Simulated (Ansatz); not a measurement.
Process, species as SMILES: N[Si](N)(N)O + 3 [SiH4] (SiH4) → 3 N[SiH3] + O[SiH3]
Structures are relaxed separately at B3LYP-D3(BJ)/def2-TZVP in Ansatz (a quantum-chemistry and plane-wave program), one conformer each, not searched for the lowest.

Quantity: bond separation energy (electronic energy difference), in kcal/mol. Valence correlation only, unless marked. Spin-orbit coupling is left out. No relativistic terms. CBS(X,Y): correlation extrapolated as X^-3; Hartree-Fock from the larger set.

| level | program | bond separation energy (kcal/mol) | minus last row |
|---|---|---|---|
| r2SCAN-D3(BJ)/def2-TZVPD | Ansatz + dftd3 | 22.7 | 1.0 |
| B3LYP-D4/def2-TZVPD | Ansatz + dftd4 | 21.7 | 0.0 |
| LC-wPBE-D4/def2-TZVPD | Ansatz + dftd4 | 22.4 | 0.7 |
| SCS-MP2/6-31G | Ansatz | 32.1 | 10.4 |
| CCSD/STO-3G | Ansatz | 24.7 | 3.0 |
| CCSD/aug-cc-pV(T+d)Z | Ansatz | 21.6 | -0.1 |
| CCSD(T)/CBS(cc-pV(T+d)Z,cc-pV(Q+d)Z) | Ansatz | 21.7 | 0.0 |
